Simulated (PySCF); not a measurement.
**Working out the ionisation energy of Tc⁺**

Tc⁺ [Kr] 4d5 5s1 (7S) → Tc²⁺ [Kr] 4d5 (6S). Calculation: PySCF 2.14, in ANO-RCC-VTZP (7s6p4d2f1g, 68 functions); the spin-free X2C one-electron Hamiltonian (Gaussian nucleus). Frozen: [Ar] 3d10. Energies in hartree (1 hartree = 27.21139 eV):

```tsv
part	Tc⁺ (lower)	Tc²⁺ (upper)
UHF	-4282.719657	-4282.196003
MP2 opposite-spin	-0.234878	-0.224428
MP2 same-spin	-0.147994	-0.124098
```

Task: What does Hartree-Fock give?

Result: (-4282.196003) − (-4282.719657) = 0.523654 hartree = 14.249 eV.

Task: What do MP2 and SCS-MP2 (6/5 opposite-spin, 1/3 same-spin) give?

Result: The opposite-spin parts differ by 0.284 eV and the same-spin parts by 0.650 eV. MP2: 14.249 + (0.284) + (0.650) = 15.183 eV. SCS-MP2: 14.249 + 1.2 × (0.284) + (0.650)/3 = 14.806 eV.

A first-order spin-orbit estimate adds 0.000 eV to MP2 (valence and next inner shell), giving 15.183 eV against 15.26 eV (semi-empirical (NIST evaluation); NIST Atomic Spectra Database, ionization energies).

What remains against the reference includes basis incompleteness, the frozen core and correlation beyond second order.
